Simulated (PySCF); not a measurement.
C6H9NSi.
Numbering: `[NH2:1][CH2:2][C:3]#[C:4][C:5]1=[CH:6][CH2:7][SiH2:8]1`

NICS = −σ at a ghost point: NICS(0) at the centroid of the ring atoms, NICS(1) 1 Å to either side along the normal of their mean plane, zz for the tensor component along that normal. Level: GIAO PBE0/pcSseg-1 (PySCF, non-relativistic, gas phase) on the GFN2-xTB geometry, one conformer.

Ring bond lengths (Å), with Mayer bond orders in brackets: C5–C6 1.346 (1.74), C6–C7 1.504 (1.02), C7–Si8 1.928 (0.92), Si8–C5 1.904 (0.87).

Problem. Give the NICS values of each ring in ppm.

Solution. 
| ring | type | NICS(0) | NICS(1), two faces | NICS(1)zz, two faces | rms pucker (Å) | centre to ring atoms, mean (Å) |
| --- | --- | --- | --- | --- | --- | --- |
| C5–C6–C7–Si8 | 4-membered ring with Si; formal bonds 1 double, 3 single | -0.1 | -2.3 / -2.3 | 3.0 / 3.0 | 0.00 | 1.18 |

Problem. What can be read from them?

Solution. 
- C5–C6–C7–Si8: mean NICS(1)zz 3.0 ppm, near zero. C7, Si8 have four or more neighbours, so the value isn't read as a sign of a π ring current.

Problem. List the ring angles and the Hirshfeld charges of the ring atoms.

Solution. 
- C5–C6–C7–Si8: C5 93.8° (-0.095 e), C6 105.6° (-0.024 e), C7 88.0° (-0.165 e), Si8 72.7° (+0.357 e); sum 360.0° against 360° for a flat convex ring.

On one thread, Arm Neoverse V2 (aarch64), no GPU, on a shared host, this took 26 s of wall time and 0.83 GiB of memory at its peak. This is the whole shielding run at PBE0/pcSseg-1, SCF included.

Shape of the structure used: `[NH2:1][CH2:2][C:3]#[C:4][C:5]1=[CH:6][CH2:7][SiH2:8]1`: H–N1–C2–C3 -59°, H–N1–C2–C3 59°.
